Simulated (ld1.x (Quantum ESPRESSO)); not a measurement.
**Ni: one change to a PAW potential, before and after**

ld1.x (Quantum ESPRESSO) 7.5 input, shortened:

```
&input
   title='Ni', zed=28., rel=1, dft='PBE', iswitch=3,
   config='[Ar] 3d8 4s1 4p1'
 /
 &inputp
   pseudotype=3, lpaw=.true., tm=.true., lloc=-1, rcloc=0.95,
   nlcc=.true., new_core_ps=.true., rcore=0.75,
   which_augfun='BESSEL', rmatch_augfun=0.70
 /
6
3S  1  0   2.00   0.00  1.00  1.15  0.0
4S  2  0   1.00   0.00  1.00  1.15  0.0
3P  2  1   6.00   0.00  1.55  1.70  0.0
4P  3  1   1.00   0.00  1.55  1.70  0.0
3D  3  2   8.00   0.00  1.35  1.75  0.0
3D  3  2   0.00   1.75  1.35  1.75  0.0
 &test
   configts(1)='3s2 3p6 3d8 4s1 4p1'
 /
```

Change: functional PBEsol.

Cutoffs: the cutoffs (Ry, on a coarse ladder) from which the occupation-weighted sum of valence levels, in a spherical-Bessel basis at the reference potential, stays within 10 and 1 mRy of its value at 400 Ry; they do not see the model core or the augmentation charge, which bear on the density cutoff. Errors are all-electron minus pseudo energies relative to the spin-unpolarised reference configuration.

Task: Predict the effect on cutoff, ghosts and configuration errors.

Result: The potential gets neither clearly harder nor softer (50 Ry and 80 Ry → 50 Ry and 80 Ry); of the 7 tests that both files solve, the error grows in 2 and shrinks in 2 by more than 15 % and 0.3 meV (median size 0.5 → 1.0 meV); neither file shows a bound ghost.

```tsv
quantity	base	changed
cutoff, loose	50 Ry	50 Ry
cutoff, tight	80 Ry	80 Ry
bound ghosts	none	none
error for 3s2 3p6 3d8 4s2 4p0, meV [ΔE -4.60 → -4.63 eV]	+0.5	+0.2
error for 3s2 3p6 3d8 4s1 4p0, meV [ΔE 4.73 → 4.71 eV]	-0.4	-0.5
error for 3s2 3p6 3d8 4s0 4p0, meV [ΔE 22.08 → 21.97 eV]	-2.4	-3.6
error for 3s2 3p6 3d8 4s1.5 4p0, meV [ΔE -0.88 → -0.90 eV]	+0.1	+0.1
error for 3s2 3p6 3d8 4s0 4p1, meV [ΔE 10.41 → 10.42 eV]	-0.5	-1.0
error for 3s2 3p6 3d6 4s0 4p0, meV [ΔE 117.10 → 116.92 eV]	-116	-94
error for 3s1 3p6 3d8 4s2 4p0, meV [ΔE 114.80 → 114.49 eV]	-23	-19
s: phases at 1.89 bohr within 0.05 rad from the reference energy up to (Ry; the scan ends near 5)	to the end of the scan	to the end of the scan
p: phases at 1.89 bohr within 0.05 rad from the reference energy up to (Ry; the scan ends near 5)	to the end of the scan	to the end of the scan
d: phases at 1.89 bohr within 0.05 rad from the reference energy up to (Ry; the scan ends near 5)	to the end of the scan	to the end of the scan
lowest overlap eigenvalue by channel	s 0.08, p 0.74, d 0.84	s 0.08, p 0.74, d 0.84
```
